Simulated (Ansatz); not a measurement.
(F2Ga-mu-PH2)2 (Ga2P2H4F4). The state is a singlet with charge 0. Geometry PBE-D4/def2-SVP.

```xyz
12

Ga   -1.1649   -1.2621    0.3508
F    -1.0756   -2.8356   -0.4628
F    -2.4651   -1.0005    1.5285
P    -0.9973    0.5787   -1.2313
Ga    1.1649    1.2623   -0.3505
F     2.4662    1.0018   -1.5271
F     1.0728    2.8361    0.4622
P     0.9976   -0.5790    1.2312
H    -2.0311    1.5558   -1.1571
H    -1.0151    0.2132   -2.6080
H     1.0160   -0.2148    2.6083
H     2.0315   -1.5559    1.1556
```

HSE06 is defined as in plane-wave codes, on full-range PBE exchange.

**Question.** Estimate the orbital energies around the gap (eV) in Ansatz with PBE-D4/def2-SVP, r2SCAN-D4/def2-TZVP, PBE0-D4/def2-SVP, PBE0-D4/def2-TZVP, HSE06-D4/def2-TZVP.

**Answer.** 
```json
{"orbital": "HOMO−9", "PBE-D4/def2-SVP": "-9.27", "r2SCAN-D4/def2-TZVP": "-9.96", "PBE0-D4/def2-SVP": "-11.24", "PBE0-D4/def2-TZVP": "-11.41", "HSE06-D4/def2-TZVP": "-10.99"}
{"orbital": "HOMO−8", "PBE-D4/def2-SVP": "-9.16", "r2SCAN-D4/def2-TZVP": "-9.85", "PBE0-D4/def2-SVP": "-11.18", "PBE0-D4/def2-TZVP": "-11.36", "HSE06-D4/def2-TZVP": "-10.95"}
{"orbital": "HOMO−7", "PBE-D4/def2-SVP": "-8.57", "r2SCAN-D4/def2-TZVP": "-9.32", "PBE0-D4/def2-SVP": "-10.64", "PBE0-D4/def2-TZVP": "-10.87", "HSE06-D4/def2-TZVP": "-10.45"}
{"orbital": "HOMO−6", "PBE-D4/def2-SVP": "-8.43", "r2SCAN-D4/def2-TZVP": "-9.29", "PBE0-D4/def2-SVP": "-10.59", "PBE0-D4/def2-TZVP": "-10.85", "HSE06-D4/def2-TZVP": "-10.44"}
{"orbital": "HOMO−5", "PBE-D4/def2-SVP": "-8.42", "r2SCAN-D4/def2-TZVP": "-9.28", "PBE0-D4/def2-SVP": "-10.58", "PBE0-D4/def2-TZVP": "-10.84", "HSE06-D4/def2-TZVP": "-10.42"}
{"orbital": "HOMO−4", "PBE-D4/def2-SVP": "-8.38", "r2SCAN-D4/def2-TZVP": "-9.20", "PBE0-D4/def2-SVP": "-10.49", "PBE0-D4/def2-TZVP": "-10.76", "HSE06-D4/def2-TZVP": "-10.34"}
{"orbital": "HOMO−3", "PBE-D4/def2-SVP": "-8.38", "r2SCAN-D4/def2-TZVP": "-9.20", "PBE0-D4/def2-SVP": "-10.49", "PBE0-D4/def2-TZVP": "-10.76", "HSE06-D4/def2-TZVP": "-10.34"}
{"orbital": "HOMO−2", "PBE-D4/def2-SVP": "-8.30", "r2SCAN-D4/def2-TZVP": "-8.87", "PBE0-D4/def2-SVP": "-9.86", "PBE0-D4/def2-TZVP": "-9.93", "HSE06-D4/def2-TZVP": "-9.54"}
{"orbital": "HOMO−1", "PBE-D4/def2-SVP": "-7.88", "r2SCAN-D4/def2-TZVP": "-8.42", "PBE0-D4/def2-SVP": "-9.41", "PBE0-D4/def2-TZVP": "-9.50", "HSE06-D4/def2-TZVP": "-9.10"}
{"orbital": "HOMO", "PBE-D4/def2-SVP": "-7.22", "r2SCAN-D4/def2-TZVP": "-7.69", "PBE0-D4/def2-SVP": "-8.56", "PBE0-D4/def2-TZVP": "-8.60", "HSE06-D4/def2-TZVP": "-8.21"}
{"orbital": "LUMO", "PBE-D4/def2-SVP": "-2.77", "r2SCAN-D4/def2-TZVP": "-3.01", "PBE0-D4/def2-SVP": "-2.06", "PBE0-D4/def2-TZVP": "-2.35", "HSE06-D4/def2-TZVP": "-2.73"}
{"orbital": "LUMO+1", "PBE-D4/def2-SVP": "-2.07", "r2SCAN-D4/def2-TZVP": "-2.01", "PBE0-D4/def2-SVP": "-1.17", "PBE0-D4/def2-TZVP": "-1.36", "HSE06-D4/def2-TZVP": "-1.72"}
{"orbital": "LUMO+2", "PBE-D4/def2-SVP": "-1.82", "r2SCAN-D4/def2-TZVP": "-1.93", "PBE0-D4/def2-SVP": "-0.92", "PBE0-D4/def2-TZVP": "-1.33", "HSE06-D4/def2-TZVP": "-1.70"}
{"orbital": "LUMO+3", "PBE-D4/def2-SVP": "-1.29", "r2SCAN-D4/def2-TZVP": "-1.30", "PBE0-D4/def2-SVP": "-0.50", "PBE0-D4/def2-TZVP": "-0.77", "HSE06-D4/def2-TZVP": "-1.14"}
{"orbital": "LUMO+4", "PBE-D4/def2-SVP": "-0.64", "r2SCAN-D4/def2-TZVP": "-0.70", "PBE0-D4/def2-SVP": "0.26", "PBE0-D4/def2-TZVP": "-0.01", "HSE06-D4/def2-TZVP": "-0.39"}
{"orbital": "LUMO+5", "PBE-D4/def2-SVP": "-0.28", "r2SCAN-D4/def2-TZVP": "-0.45", "PBE0-D4/def2-SVP": "0.46", "PBE0-D4/def2-TZVP": "0.07", "HSE06-D4/def2-TZVP": "-0.30"}
```
